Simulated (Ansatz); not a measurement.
`CC(C)=CC(C)(C)C`, charge 0, multiplicity 1.

Question: Give a relaxed structure at PBE0-D4/def2-TZVP (Ansatz 0.2.0). (Estimate.)

Answer: The calculation gave: 
Z-matrix (Å, degrees):
```
C
C 1 1.497
H 1 1.086 2 113.9
H 1 1.095 2 110.1 3 -121.5
H 1 1.096 2 110.1 3 121.5
C 2 1.334 1 126.3 3 -0.9
C 2 1.499 1 113.5 3 179.2
C 6 1.517 2 130.5 1 -0.0
H 6 1.089 2 115.5 1 180.0
H 7 1.096 2 110.9 1 -59.2
H 7 1.096 2 110.9 1 58.9
H 7 1.091 2 111.9 1 179.8
C 8 1.531 6 111.5 2 62.3
C 8 1.531 6 111.5 2 -61.5
C 8 1.530 6 107.7 2 -179.6
H 13 1.094 8 110.3 6 176.3
H 13 1.090 8 112.3 6 -63.4
H 13 1.093 8 110.6 6 56.9
H 14 1.094 8 110.2 6 -176.0
H 14 1.090 8 112.4 6 63.7
H 14 1.093 8 110.6 6 -56.6
H 15 1.094 8 111.0 6 60.1
H 15 1.094 8 111.0 6 -60.0
H 15 1.093 8 110.8 6 -180.0
```
Point group Cs.
This is one stationary point; other conformers may exist.
